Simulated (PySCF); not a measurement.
BBr₂, SMILES Br[B]Br (connectivity only; charge and spin as stated), charge +1, multiplicity 1.

Geometry: B3LYP-D3(BJ)/def2-TZVP. The multiplicity is an assumed one; other spin states were not compared. The isomer is the one that the SMILES or the coordinates give; other isomers of the formula were not compared.

The numbers are results of PBE0/def2-TZVPD in PySCF, not measurements.

The total energy is -5172.26757 hartree. The point group is D∞h and the highest occupied level is -15.51 eV. The lowest empty level is -8.14 eV. The orbital gap is 7.38 eV and the dipole moment about the centre of nuclear charge comes out as 0.00 D. The mean static polarisability comes out as 48.3 bohr³ (7.15 Å³). The polarisability, principal values comes out as 34.0, 34.0, 76.8 bohr³.
